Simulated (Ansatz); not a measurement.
Relaxation of F₂GeH₂ (5 atoms, charge 0, multiplicity 1), to a largest force component of 0.03 eV/Å in at most 50 steps.

The calculation used Ansatz, RKS B3LYP/def2-SVP.

```xyz
5
Properties=species:S:1:pos:R:3
Ge -0.802 -0.133 0.236
H 1.576 0.220 1.577
F 2.006 -0.104 0.823
F -0.754 1.313 -0.775
H -0.771 -1.191 -0.974
```

**Question.** Where does it end, and by what steps?

**Answer.** It converged. After 20 steps the energy has fallen by 0.402 eV; H2 moved furthest, 1.10 Å.

```csv
step,energy less start (eV),largest force component (eV/Å),accepted
0,0.0000,0.219,yes
1,-0.0099,1.910,yes
2,-0.0803,0.666,yes
3,-0.0880,1.185,yes
4,-0.0603,1.562,no
5,-0.1242,0.295,yes
6,-0.1327,0.304,yes
7,-0.1370,0.363,yes
8,-0.1833,0.306,yes
9,-0.1887,0.995,yes
10,-0.1982,0.909,yes
11,-0.2164,0.761,yes
12,-0.2748,0.221,yes
13,-0.3345,0.877,yes
14,-0.3623,0.368,yes
15,-0.3686,0.340,yes
16,-0.3889,0.473,yes
17,-0.3885,0.421,no
18,-0.3997,0.083,yes
19,-0.4014,0.037,yes
20,-0.4016,0.017,yes
```

```xyz
5
Properties=species:S:1:pos:R:3
Ge -0.873 -0.323 0.355
H 1.222 0.555 0.590
F 1.339 -0.293 1.032
F -0.038 1.260 -0.110
H -0.396 -1.093 -0.978
```

Whether the end is a true minimum wasn't checked by a vibrational analysis.

The run took 42 s on 1 thread of Arm Neoverse V1, on a shared host, peak memory 0.13 GiB.
